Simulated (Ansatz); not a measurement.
Species: sum formula TaOBr (charge 0, triplet). The spin state was set by rule; other spins were not relaxed. 
Structure (B3LYP-D3(BJ)/def2-TZVP (Ansatz, a program for electronic structure) minimum search):
```xyz
3

Ta     0.6597    -0.2462     0.0118
O      1.3641     0.0423    -1.5219
Br    -1.6877     0.5039     0.3233
```
Charge 0, spin multiplicity 3.

Wanted: vertical electron affinity (to the doublet state of charge -1; a negative value means that the extra electron is unbound and the number depends on the basis; each state is the SCF solution reached for its spin; the UHF <S^2> is 1.45 for the doublet (pure: 0.75); for the doublet T1 is 0.054), in eV. Correlated levels leave the core frozen unless marked. UHF or UKS for open shells. Spin-orbit coupling is left out. Frozen are the shells of the preceding noble gas and the d and f shells that filled before the atom's block. Past Kr the def2 sets carry scalar-relativistic core potentials. Anions need diffuse functions: def2-D sets add few. Basis-set limits of correlation are two-point, X^-3; Hartree-Fock from the larger set. [CCSD(T)-MP2]/basis is that difference in the basis named.

```tsv
level	program	vertical electron affinity (eV)
HF/def2-SVPD	Ansatz	0.83
PBE/def2-TZVPD	Ansatz	1.56
r2SCAN/def2-TZVPD	Ansatz	1.54
B3LYP/def2-TZVPD	Ansatz	1.73
BHLYP/def2-TZVPD	Ansatz	1.59
wB97X-V/def2-TZVPD	Ansatz	1.69
wB97X/def2-TZVPD	Ansatz	2.01
B2PLYP/def2-TZVPD	Ansatz	1.53
MP2/def2-SVPD	Ansatz	1.23
MP2/def2-TZVPPD	Ansatz	1.33
RI-MP2/CBS(def2-TZVPPD,def2-QZVPPD)	Ansatz	1.32
SCS-MP2/def2-SVPD	Ansatz	1.34
CCSD/def2-SVPD	Ansatz	1.52
RI-MP2/CBS(def2-TZVPPD,def2-QZVPPD)+[CCSD(T)-MP2]/def2-SVPD	Ansatz	1.67
```
